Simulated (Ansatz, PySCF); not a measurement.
Ga(F)2(NHMe) (CH4F2GaN), SMILES C[NH][Ga]([F])[F]. Atoms are numbered in the order given.

```xyz
9

Ga     0.0168    -0.3732     0.0000
F      0.9906    -1.8168     0.0000
F     -1.7109    -0.6033     0.0000
N      0.7223     1.2687     0.0000
C     -0.0144     2.5116     0.0000
H      1.7305     1.3667     0.0000
H      0.2005     3.1270     0.8919
H      0.2005     3.1270    -0.8919
H     -1.0955     2.3093     0.0000
```
Charge 0, spin multiplicity 1.

Geometry optimised at PBE0-D3(BJ)/def2-SVP. The structure was generated by enumeration; whether it is a known compound was not checked. The values are those of a single conformer.

Two levels are set side by side: PBE-D3(BJ)/def2-SVP (Ansatz, an electronic-structure program) and PBE0-D3(BJ)/def2-SVP (Ansatz). Each level has its own optimised geometry; the coordinates shown are those of the second. Frequencies come from the Hessian of PySCF at each geometry. Differences are taken from unrounded values.

| quantity | PBE0-D3(BJ) |
|---|---|
| mean bond length (Å) | 1.380 |
| bond Ga1–F2 (Å) | 1.741 |
| bond Ga1–F3 (Å) | 1.743 |
| bond Ga1–N4 (Å) | 1.787 |
| bond N4–C5 (Å) | 1.445 |
| bond N4–H6 (Å) | 1.013 |
| bond C5–H7 (Å) | 1.105 |
| bond C5–H8 (Å) | 1.105 |
| bond C5–H9 (Å) | 1.100 |
| highest harmonic wavenumber (cm⁻¹) | 3654 |
| mean harmonic wavenumber (cm⁻¹) | 1226 |
| zero-point energy (kcal/mol) | 36.80 |

Q: What does PBE-D3(BJ) give, and how far is it from PBE0-D3(BJ)? (Estimate from the structure and the level; the computed values follow.)

A: 
```tsv
quantity	PBE-D3(BJ)	PBE-D3(BJ) minus PBE0-D3(BJ)
mean bond length (Å)	1.392	0.012
bond Ga1–F2 (Å)	1.759	0.018
bond Ga1–F3 (Å)	1.761	0.018
bond Ga1–N4 (Å)	1.803	0.016
bond N4–C5 (Å)	1.453	0.008
bond N4–H6 (Å)	1.021	0.009
bond C5–H7 (Å)	1.114	0.009
bond C5–H8 (Å)	1.114	0.009
bond C5–H9 (Å)	1.108	0.008
highest harmonic wavenumber (cm⁻¹)	3535	-119
mean harmonic wavenumber (cm⁻¹)	1181	-45
zero-point energy (kcal/mol)	35.44	-1.35
```

GGA bonds tend to be longer and softer than those of functionals with exact exchange. Differences between two approximate levels are no errors against the true value.
